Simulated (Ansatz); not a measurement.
**IF (iodine monofluoride): the energy, rung by rung**

IF: 2 atoms, total charge 0, spin state singlet. As SMILES, `FI`. The bond length is the measured one.

```xyz
2

F     0.0000    0.0000    0.0000
I     0.0000    0.0000    1.9098
```

Each level gives the energy change with the F1–I2 bond stretched from 1.910 to 2.387 Å (eV). The values are calculated.

| level | kind | program | value (eV) | CPU time (all runs) |
| --- | --- | --- | --- | --- |
| HF/STO-3G (restricted) | Hartree–Fock | Ansatz | 1.84 | 0.64 s |
| revPBE/STO-3G (restricted) | GGA | Ansatz | 0.49 | 2.4 s |
| r2SCAN/STO-3G (restricted) | meta-GGA | Ansatz | 0.75 | 9.1 s |
| B3LYP/STO-3G (restricted) | global hybrid | Ansatz | 0.85 | 2.4 s |
| BHLYP/STO-3G (restricted) | global hybrid | Ansatz | 1.31 | 2.3 s |
| wB97X/STO-3G (restricted) | range-separated hybrid | Ansatz | 1.11 | 8.9 s |
| B2PLYP/STO-3G (restricted) | double hybrid | Ansatz | 0.93 | 3.1 s |
| RPA@PBE/STO-3G (restricted) | RPA | Ansatz | 0.18 | 3.6 s |
| BCCD(T)/STO-3G (restricted) | coupled cluster or CI | Ansatz | 0.27 | 0.69 s |
| CCSDTQ/STO-3G (restricted) | coupled cluster or CI | Ansatz | 0.27 | 16 s |

All-electron rows without a relativistic Hamiltonian named are non-relativistic. The first shape isn't each level's own minimum. The values span 0.18 to 1.84 eV. All rows use very small basis sets, so even the best lies far from the true value. In the correlated wave-function rows the outer d shell of I is correlated, in sets not made for it. CPU times are rough (shared hosts, several kinds of processor): they show what a rung costs within a factor of a few.
